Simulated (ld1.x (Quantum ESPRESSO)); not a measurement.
## Pseudopotential generation for molybdenum (Mo): RRKJ, PBEsol, scalar-relativistic.

The input file (ld1.x (Quantum ESPRESSO) 7.5):

```
&input
   title='Mo', zed=42., rel=1, dft='PBESOL', iswitch=3,
   config='[Kr] 4d6 5s0 5p0',
   nld=3, rlderiv=3.35, eminld=-2.0, emaxld=5.0, deld=0.02
 /
 &inputp
   pseudotype=2, tm=.false., lloc=0,
   nlcc=.false.,
   file_pseudopw='Mo.UPF', file_wfcaegen='ae.wfc', file_wfcncgen='nc.wfc', file_beta='beta', file_chi='chi'
 /
3
5P  2  1   0.00   0.00  3.10  3.10  0.0
4D  3  2   6.00   0.00  2.60  2.60  0.0
5S  1  0   0.00   0.00  1.05  1.05  0.0
 &test
   configts(1)='4d6 5s0 5p0'
 /
```

Command:

```bash
ld1.x < Mo.in > Mo.out
```

The program printed (shortened: banner, matrices, multipoles, cross overlaps and the repeated all-electron block are left out):

```
Program LD1 v.7.5
     --------------------------- All-electron run ----------------------------

     Mo
     scalar relativistic calculation

     atomic number is 42.00
     dft =PBESOL   lsd =0 sic =0 latt =0  beta=0.20 tr2=1.0E-14
     Exchange-correlation= PBESOL
                           (   1   4  10   8   0   0   0)
     mesh =1229 r(mesh) = 100.71859 a.u. xmin = -7.00 dx = 0.01250
     1 Ry =  13.60569312 eV, c = 137.03599908

     n l     nl                  e(Ry)          e(Ha)          e(eV)
     1 0     1S 1( 2.00)     -1455.8719      -727.9360    -19808.1469
     2 0     2S 1( 2.00)      -205.4863      -102.7431     -2795.7832
     2 1     2P 1( 6.00)      -183.7214       -91.8607     -2499.6577
     3 0     3S 1( 2.00)       -34.8190       -17.4095      -473.7367
     3 1     3P 1( 6.00)       -27.6878       -13.8439      -376.7115
     4 0     4S 1( 2.00)        -4.5677        -2.2839       -62.1469
     4 1     4P 1( 6.00)        -2.6756        -1.3378       -36.4033
     3 2     3D 1(10.00)       -16.0754        -8.0377      -218.7165
     4 2     4D 1( 6.00)        -0.1697        -0.0849        -2.3092
     5 0     5S 1( 0.00)        -0.2544        -0.1272        -3.4608
     5 1     5P 1( 0.00)        -0.0513        -0.0256        -0.6974

     final scf error:  1.3E-15 reached in  31 iterations

     Etot =   -8092.820546 Ry,   -4046.410273 Ha, -110108.432848 eV

     Ekin =    8343.678892 Ry,    4171.839446 Ha,  113521.534526 eV
     Encl =  -19514.947528 Ry,   -9757.473764 Ha, -265514.387372 eV
     Eh   =    3321.159014 Ry,    1660.579507 Ha,   45186.670361 eV
     Exc  =    -242.710925 Ry,    -121.355463 Ha,   -3302.250364 eV

     normalization and overlap integrals

     s(1S/1S) =  1.000000  <r> =   0.0352  <r2> =    0.0017  r(max) =   0.0229
     s(2S/2S) =  1.000000  <r> =   0.1538  <r2> =    0.0279  r(max) =   0.1303
     s(2P/2P) =  1.000000  <r> =   0.1340  <r2> =    0.0219  r(max) =   0.1041
     s(3S/3S) =  1.000000  <r> =   0.4292  <r2> =    0.2110  r(max) =   0.3819
     s(3P/3P) =  1.000000  <r> =   0.4308  <r2> =    0.2160  r(max) =   0.3771
     s(4S/4S) =  1.000000  <r> =   1.1099  <r2> =    1.3986  r(max) =   0.9874
     s(4P/4P) =  1.000000  <r> =   1.2442  <r2> =    1.7810  r(max) =   1.0777
     s(3D/3D) =  1.000000  <r> =   0.4154  <r2> =    0.2076  r(max) =   0.3206
     s(4D/4D) =  1.000000  <r> =   2.1634  <r2> =    6.1278  r(max) =   1.4188
     s(5S/5S) =  1.000000  <r> =   3.7323  <r2> =   16.1596  r(max) =   3.0037
     s(5P/5P) =  1.000000  <r> =   5.9881  <r2> =   43.3526  r(max) =   4.3703

     ------------------------ End of All-electron run ------------------------

     --------------------- Generating NC pseudopotential ---------------------

      Generating local pot.: lloc=0, matching radius rcloc =   1.0500

      Wfc   5P  rcut= 3.118  Estimated cut-off energy=       17.45 Ry
      This function has    0 nodes for 0 < r <    3.118

      Wfc   4D  rcut= 2.618  Estimated cut-off energy=       34.18 Ry
      This function has    0 nodes for 0 < r <    2.618

     ------------------- End of pseudopotential generation -------------------

     Computing logarithmic derivative in   3.34043

       Warning: n=1, l=0 expected 0 nodes, found 1
       Setting wfc to zero for this iteration
       (This warning will only be printed once per wavefunction)

     Computing logarithmic derivative in   3.34043
     Computing the partial wave expansion
       no projector for channel:   0
     R is outside the sphere for l=    1 j= 0.00
     R is outside the sphere for l=    2 j= 0.00

     ---------------------- Testing the pseudopotential ----------------------

     Mo
     scalar relativistic calculation

     atomic number is 42.00   valence charge is  6.00
     dft =PBESOL   lsd =0 sic =0 latt =0  beta=0.20 tr2=1.0E-14
     mesh =1229 r(mesh) = 100.71859 xmin = -7.00 dx = 0.01250

     n l     nl             e AE (Ry)        e PS (Ry)    De AE-PS (Ry)
     3 2     4D   1( 6.00)       -0.16973       -0.16973        0.00000
     1 0     5S   1( 0.00)       -0.25437       -0.25437        0.00000
     2 1     5P   1( 0.00)       -0.05126       -0.05126       -0.00000

     eps = 9.0E-18  iter =  4

     Etot =   -8092.820546 Ry,   -4046.410273 Ha, -110108.432848 eV
     Etotps =   -15.074401 Ry,      -7.537200 Ha,    -205.097673 eV

     Ekin =      17.681943 Ry,       8.840972 Ha,     240.575092 eV
     Encl =     -43.635728 Ry,     -21.817864 Ha,    -593.694319 eV
     Ehrt =      15.186108 Ry,       7.593054 Ha,     206.617526 eV
     Ecxc =      -3.763249 Ry,      -1.881624 Ha,     -51.201605 eV
     Epseu=      -0.543476 Ry,      -0.271738 Ha,      -7.394367 eV

     ---------------------- End of pseudopotential test ----------------------
```

Note: ghost state, extra bound levels that the all-electron valence spectrum of the same l lacks: s at -62.6 eV. A true bound ghost makes a file unfit for plane-wave use. The 5s radius (1.05 bohr) lies inside the outermost node of the all-electron wave (1.35 bohr), which a nodeless pseudo-wave cannot match soundly.

Generation and configuration tests took about 1.8 s on one core of a shared server CPU.
